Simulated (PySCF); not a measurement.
## Electron correlation in B+ (boron, charge +1)

[He] 2p2, high-spin 3P determinant (an excited configuration). Computed with PySCF 2.14 in x2c-QZVPPall, with the spin-free X2C one-electron Hamiltonian (Gaussian nucleus). Frozen: nothing; 4 electrons correlated.

| level | correlation energy (mhartree) |
| --- | --- |
| CCSD | -31.47 |
| (T) | -0.05 |
| CCSD(T) | -31.52 |

Diagnostics: T1 = 0.0015, D1 = 0.0025, largest double amplitude 0.028.

Task: Is a single reference adequate?

Result: Yes: T1 lies below 0.03 and no double amplitude reaches 0.07.

This basis was not built for core-valence correlation, so the inner-shell part is incomplete.
